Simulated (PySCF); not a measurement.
An equivalent PySCF input for Cs⁺ (caesium, charge +1), [Xe], closed-shell 1S, with a scalar-relativistic core potential:

```python
from pyscf import gto, scf, dft, mp, cc
import basis_set_exchange as bse
txt = bse.get_basis("def2-SVP", elements=["Cs"], fmt="nwchem", header=False)
cut = txt.index("\nECP")
mol = gto.M(atom="Cs 0 0 0", charge=1, spin=0, symmetry="D2h",
            basis=gto.basis.parse(txt[:cut]),
            ecp={"Cs": gto.basis.parse_ecp(txt[cut:])})
mf = dft.UKS(mol, xc="MN15")
mf.irrep_nelec = {'Ag': (1, 1), 'B1u': (1, 1), 'B2u': (1, 1), 'B3u': (1, 1)}
mf.kernel()
```

It reaches the same state as the run whose output follows, with an energy that differs only through the grid. The run itself started from symmetry-adapted Hartree-Fock orbitals and held the occupation by maximum overlap, on a logarithmic radial grid, so the iterations belong to that start.

```
SCF conv_tol = 1e-09
number electrons alpha = 4  beta = 4
XC functionals = MN15
    H. S. Yu, X. He, S. L. Li, and D. G. Truhlar.,  Chem. Sci. 7, 5032-5051 (2016)
    H. S. Yu, X. He, S. L. Li, and D. G. Truhlar.,  Chem. Sci. 7, 5032-5051 (2016)
cycle= 1 E= -19.9587745473495  delta_E= -0.00113  |g|= 0.00515  |ddm|= 0.203
cycle= 2 E= -19.9587987973684  delta_E= -2.43e-05  |g|= 0.000941  |ddm|= 0.0165
cycle= 3 E= -19.9587994029754  delta_E= -6.06e-07  |g|= 5.25e-05  |ddm|= 0.00363
cycle= 4 E= -19.9587994055717  delta_E= -2.6e-09  |g|= 4.37e-07  |ddm|= 0.000265
cycle= 5 E= -19.9587994055719  delta_E= -1.6e-13  |g|= 1.37e-08  |ddm|= 1.53e-06
converged SCF energy = -19.9587994055719  <S^2> = 0  2S+1 = 1
```

Energies and moments cover only the electrons outside the core potential. Spin-orbit coupling, which splits the p, d and f shells strongly at this Z, is absent.
